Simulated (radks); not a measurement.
Values are calculated unless marked as measured or tabulated.
Q: Spherical quantum dot in the effective-mass picture: electrons in a parabolic well V = omega^2 r^2 / 2 with omega = 0.462, all in effective atomic units (hartree* = m*/eps^2 hartree, bohr* = eps/m* bohr), one dielectric constant everywhere. Level of theory: non-relativistic Kohn-Sham, LDA (Slater exchange, Perdew-Wang correlation), spin-polarised, spherical densities (a radial shooting solver with Libxc functionals). Levels are named by radial order and angular momentum (1s, 1p, 1d, 2s, ...), and open shells are averaged over m. Each electron was tried in the lowest free levels, single moves between levels near the top were tried too, and the lowest total energy was kept; such a search can miss a lower state. Give the order in which the levels fill up to N = 42, the shell closures and the spin along the way.

A: Shells are first occupied in the order 1s, 1p, 1d, 2s, 1f, 2p, 1g. Open shells at each N (closed shells left out): 1: 1s(up 1, down 0); 2: none; 3: 1p(up 1, down 0); 4: 1p(up 2, down 0); 5: 1p(up 3, down 0); 6: 1p(up 3, down 1); 7: 1p(up 3, down 2); 8: none; 9: 1d(up 1, down 0); 10: 1d(up 2, down 0); 11: 1d(up 3, down 0); 12: 1d(up 4, down 0); 13: 1d(up 5, down 0); 14: 1d(up 5, down 1); 15: 1d(up 5, down 2); 16: 1d(up 5, down 3); 17: 1d(up 5, down 4); 18: none; 19: 2s(up 1, down 0); 20: none; 21: 1f(up 1, down 0); 22: 1f(up 2, down 0); 23: 1f(up 3, down 0); 24: 1f(up 4, down 0); 25: 1f(up 5, down 0); 26: 1f(up 6, down 0); 27: 1f(up 7, down 0); 28: 1f(up 7, down 1); 29: 1f(up 7, down 2); 30: 1f(up 7, down 3); 31: 1f(up 7, down 4); 32: 1f(up 7, down 5); 33: 1f(up 7, down 6); 34: none; 35: 2p(up 1, down 0); 36: 2p(up 2, down 0); 37: 2p(up 3, down 0); 38: 2p(up 3, down 1); 39: 2p(up 3, down 2); 40: none; 41: 1g(up 1, down 0); 42: 1g(up 2, down 0). All shells are closed at N = 2, 8, 18, 20, 34, 40 (there: 1s2 1p6 1d10 2s2 1f14 2p6). Largest 2S: 7, at N = 27.
